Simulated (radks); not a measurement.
Correlation energies from several functionals, in hartree. Species: Cd2+ [Kr] 4d10; K+ [Ar]. Method: non-relativistic Kohn-Sham, r2SCAN, spin-polarised, spherical densities, point nucleus; meta-GGA in the generalised Kohn-Sham scheme; computed with a radial shooting solver on a logarithmic mesh with Libxc functionals. Every spin shell is full or empty, so the densities are truly spherical. Functionals are evaluated on that one density, not self-consistently.

PW92: Cd2+ -4.4738; K+ -1.4714
VWN5: Cd2+ -4.4937; K+ -1.4781
PZ: Cd2+ -4.4715; K+ -1.4689
Wigner: Cd2+ -2.4783; K+ -0.93974
Chachiyo: Cd2+ -4.4149; K+ -1.4454
PBEsol: Cd2+ -2.8184; K+ -0.84089
LYP: Cd2+ -2.3670; K+ -0.77158
PW91: Cd2+ -2.6951; K+ -0.79352
AM05: Cd2+ -4.1684; K+ -1.3386
OP (B88): Cd2+ -2.3104; K+ -0.74935
TPSS: Cd2+ -2.4964; K+ -0.73009
SCAN: Cd2+ -2.4743; K+ -0.70875
r2SCAN: Cd2+ -2.4871; K+ -0.71561
B95: Cd2+ -3.0342; K+ -0.85044
Tao-Mo: Cd2+ -2.4093; K+ -0.67130
